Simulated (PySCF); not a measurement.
## Highest orbital energy against ionisation energy along the third row

Calculated with PySCF 2.14, no spin-orbit coupling. Each cell gives −ε(HOMO) / ΔSCF in eV; NIST values include spin-orbit coupling, (s) semi-empirical, (t) theoretical.

```csv
species,UHF,LDA,PBE,PBE0,r2SCAN,NIST (lowest levels)
"Mg⁺ (aug-cc-pVTZ-DK, spin-free X2C)",14.758 / 14.745,12.009 / 15.374,11.922 / 15.363,12.730 / 15.257,12.072 / 15.043,15.035
"Al⁺ (aug-cc-pVTZ-DK, spin-free X2C)",17.780 / 17.551,14.906 / 18.915,14.799 / 18.783,15.756 / 18.679,14.951 / 18.399,18.829
"Si⁺ (aug-cc-pVTZ-DK, spin-free X2C)",16.186 / 15.813,12.060 / 16.340,12.181 / 16.382,13.320 / 16.407,12.543 / 16.500,16.346
"P⁺ (aug-cc-pVTZ-DK, spin-free X2C)",19.713 / 19.152,14.905 / 19.805,14.975 / 19.771,16.321 / 19.807,15.400 / 19.937,19.769 (s)
"S⁺ (aug-cc-pVTZ-DK, spin-free X2C)",23.449 / 22.713,17.876 / 23.388,17.916 / 23.310,19.483 / 23.377,18.455 / 23.513,23.338
"Cl⁺ (aug-cc-pVTZ-DK, spin-free X2C)",23.629 / 22.573,18.322 / 23.948,18.354 / 23.831,19.934 / 23.826,18.711 / 23.795,23.814
"Ar⁺ (aug-cc-pVTZ-DK, spin-free X2C)",27.614 / 26.359,21.578 / 27.804,21.536 / 27.584,23.329 / 27.597,21.984 / 27.663,27.630
```

**Question.** How far is −ε(HOMO) from ΔSCF on average for each method, and why?

**Answer.** UHF 0.60 eV; LDA -4.85 eV; PBE -4.76 eV; PBE0 -3.44 eV; r2SCAN -4.39 eV. Hartree-Fock orbital energies lack relaxation and so exceed the ΔSCF value; semilocal functionals have convex E(N) from self-interaction, so their HOMO lies far too high; exact exchange moves hybrids part of the way back.
